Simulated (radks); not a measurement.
Charge is removed step by step from the 2s1/2 level of Pm56+, starting from [He] 2s2 2p1. All-electron calculation, Dirac Kohn-Sham, PBE, spin-unpolarised, spherical densities, finite nucleus; open shells fill j = l - 1/2 first; Fermi nuclear charge, rms radius 4.962 fm. Program: a radial shooting solver on a logarithmic mesh with Libxc functionals.

[
 {"removed (e)": "0", "E - E(0) (eV)": "0.000", "eigenvalue (eV)": "-12191.9", "E minus straight line (eV)": "0.000"},
 {"removed (e)": "0.1", "E - E(0) (eV)": "1220.4", "eigenvalue (eV)": "-12216.1", "E minus straight line (eV)": "-10.814"},
 {"removed (e)": "0.2", "E - E(0) (eV)": "2443.2", "eigenvalue (eV)": "-12240.2", "E minus straight line (eV)": "-19.217"},
 {"removed (e)": "0.3", "E - E(0) (eV)": "3668.4", "eigenvalue (eV)": "-12264.2", "E minus straight line (eV)": "-25.210"},
 {"removed (e)": "0.4", "E - E(0) (eV)": "4896.1", "eigenvalue (eV)": "-12288.3", "E minus straight line (eV)": "-28.798"},
 {"removed (e)": "0.5", "E - E(0) (eV)": "6126.1", "eigenvalue (eV)": "-12312.3", "E minus straight line (eV)": "-29.983"},
 {"removed (e)": "0.6", "E - E(0) (eV)": "7358.5", "eigenvalue (eV)": "-12336.3", "E minus straight line (eV)": "-28.769"},
 {"removed (e)": "0.7", "E - E(0) (eV)": "8593.3", "eigenvalue (eV)": "-12360.2", "E minus straight line (eV)": "-25.159"},
 {"removed (e)": "0.8", "E - E(0) (eV)": "9830.6", "eigenvalue (eV)": "-12384.1", "E minus straight line (eV)": "-19.158"},
 {"removed (e)": "0.9", "E - E(0) (eV)": "11070.2", "eigenvalue (eV)": "-12407.9", "E minus straight line (eV)": "-10.770"},
 {"removed (e)": "1", "E - E(0) (eV)": "12312.1", "eigenvalue (eV)": "-12431.7", "E minus straight line (eV)": "0.000"}
]

Removing the whole electron costs 12312.1 eV by Delta-SCF, against 12191.9 eV from minus the eigenvalue at the starting occupation. Slater's transition state (half an electron removed) gives 12312.3 eV. Integrating minus the eigenvalue over the occupation (Janak's theorem) gives 12312.1 eV. The mean slope of the eigenvalue, de/dn, is 240 eV per electron.
